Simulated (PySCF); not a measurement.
C7H12SSi.
Numbering: `[CH2:1]=[CH:2][CH:3]([CH:4]=[CH2:5])/[CH:6]=[CH:7]/[S:8][SiH3:9]` (hydrogens: H10, H11 on C1; H12 on C2; H13 on C3; H14 on C4; H15, H16 on C5; H17 on C6; H18 on C7; H19, H20, H21 on Si9)

Computed with PBE0-D3(BJ)/def2-SVP geometry optimisation, gas phase (PySCF).

Task: What internal coordinates does the optimisation give?

Result: 
```json
{"bond": "C1=C2, C4=C5", "length (Å)": "1.333", "order": "double"}
{"bond": "C2–C3, C3–C4", "length (Å)": "1.509", "order": "single"}
{"bond": "C3–C6", "length (Å)": "1.505", "order": "single"}
{"bond": "C6=C7", "length (Å)": "1.338", "order": "double"}
{"bond": "C7–S8", "length (Å)": "1.761", "order": "single"}
{"bond": "S8–Si9", "length (Å)": "2.149", "order": "single"}
{"bond": "C1–H10, C5–H15", "length (Å)": "1.094", "order": "single"}
{"bond": "C1–H11, C5–H16", "length (Å)": "1.093", "order": "single"}
{"bond": "C2–H12, C4–H14", "length (Å)": "1.097", "order": "single"}
{"bond": "C3–H13", "length (Å)": "1.107", "order": "single"}
{"bond": "C6–H17", "length (Å)": "1.097", "order": "single"}
{"bond": "C7–H18", "length (Å)": "1.096", "order": "single"}
{"bond": "Si9–H19, Si9–H20, Si9–H21", "length (Å)": "1.492", "order": "single"}
```

Bonds in one row agree within 0.01 Å and their mean is given. Orders are formal, as drawn. A selection of angles:
```json
{"angle": "C2–C1–H10", "degrees": "121.9"}
{"angle": "C2–C1–H11", "degrees": "121.0"}
{"angle": "H10–C1–H11", "degrees": "117.2"}
{"angle": "C1–C2–C3", "degrees": "126.2"}
{"angle": "C1–C2–H12", "degrees": "119.2"}
{"angle": "C3–C2–H12", "degrees": "114.6"}
{"angle": "C2–C3–C4", "degrees": "112.9"}
{"angle": "C2–C3–C6", "degrees": "113.5"}
{"angle": "C2–C3–H13", "degrees": "107.0"}
{"angle": "C4–C3–C6", "degrees": "108.6"}
{"angle": "C6–C3–H13", "degrees": "107.6"}
{"angle": "C3–C6–C7", "degrees": "123.9"}
{"angle": "C3–C6–H17", "degrees": "114.9"}
{"angle": "C7–C6–H17", "degrees": "121.2"}
{"angle": "C6–C7–S8", "degrees": "129.2"}
{"angle": "C6–C7–H18", "degrees": "119.9"}
{"angle": "S8–C7–H18", "degrees": "110.9"}
{"angle": "C7–S8–Si9", "degrees": "103.1"}
{"angle": "S8–Si9–H19", "degrees": "111.2"}
{"angle": "S8–Si9–H20", "degrees": "103.6"}
{"angle": "H19–Si9–H20", "degrees": "110.6"}
{"angle": "H19–Si9–H21", "degrees": "109.0"}
```

Dihedral angles: C1–C2–C3–C4 -130° (anticlinal); C2–C3–C4–C5 19° (synperiplanar); C2–C3–C6–C7 117° (anticlinal); C3–C6–C7–S8 179° (antiperiplanar); C6–C7–S8–Si9 3° (synperiplanar). The mirror-image conformer, all signs reversed, is as good.

Si9 (SiH3 silicon) is distorted tetrahedral (angles from 103.6° to 111.9°). Of the pairs four or more bonds apart, Si9···H17 is among the closest relative to their van der Waals radii: 2.73 Å, 83 % of the sum of Bondi's values. The C–C distances run from 1.333 Å (C1=C2, drawn double) to 1.512 Å (C3–C4, drawn single), a spread of 0.179 Å.

Point group: C1 (no symmetry element, even within 0.4 Å). Not checked by PBE0-D3(BJ)/def2-SVP frequencies. One conformer, not necessarily the lowest.
